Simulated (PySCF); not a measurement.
# Two-photon absorption: `CB(C)c1cccs1`, C6H9BS

Geometry:
| atom | x (Å) | y (Å) | z (Å) |
| --- | --- | --- | --- |
| C1 | -1.673 | 1.690 | -0.228 |
| B2 | -1.038 | 0.258 | -0.050 |
| C3 | -1.974 | -1.012 | 0.071 |
| C4 | 0.485 | 0.072 | 0.004 |
| C5 | 1.213 | -1.087 | 0.153 |
| C6 | 2.606 | -0.906 | 0.161 |
| C7 | 2.955 | 0.403 | 0.017 |
| S8 | 1.591 | 1.422 | -0.130 |
| H9 | -0.943 | 2.488 | -0.351 |
| H10 | -2.340 | 1.714 | -1.090 |
| H11 | -2.294 | 1.942 | 0.632 |
| H12 | -3.033 | -0.765 | 0.086 |
| H13 | -1.757 | -1.587 | 0.969 |
| H14 | -1.811 | -1.690 | -0.767 |
| H15 | 0.746 | -2.050 | 0.254 |
| H16 | 3.318 | -1.706 | 0.268 |
| H17 | 3.940 | 0.827 | -0.011 |

Computed with PySCF 2.14.0, TDDFT wB97X-D/def2-SVPD excited states, vertical, gas phase. Geometry: GFN2-xTB.

Question: How strongly do the lowest singlets absorb one photon, and two photons of half the energy?

Answer: δ for parallel linear polarisation; σ at the peak of a Lorentzian of half width 0.1 eV, single beam; Ω is circular over linear.
| state | E (eV) | f | photon λ (nm) | δ (au) | σ (GM) | Ω | main |
| --- | --- | --- | --- | --- | --- | --- | --- |
| S1 | 5.03 | 0.214 | 493 | 243 | 2.25 | 0.76 | HOMO→LUMO 0.80, HOMO−1→LUMO 0.15 |
| S2 | 5.25 | 0.111 | 473 | 18.4 | 0.18 | 1.49 | HOMO−1→LUMO 0.79, HOMO→LUMO 0.16 |
| S3 | 5.89 | 0.001 | 421 | 0.49 | 0.01 | 1.47 | HOMO−2→LUMO 0.92 |
| S4 | 6.21 | 0.001 | 400 | 0.45 | 0.01 | 1.49 | HOMO−3→LUMO 0.93 |
| S5 | 6.69 | 0.001 | 371 | 6.82 | 0.11 | 1.50 | HOMO−1→LUMO+2 0.62, HOMO−1→LUMO+5 0.14 |

Among these, the strongest one-photon state is S1, the strongest two-photon state S1, with a dipole change of 2.7 D (relaxed, norm of the difference vector).
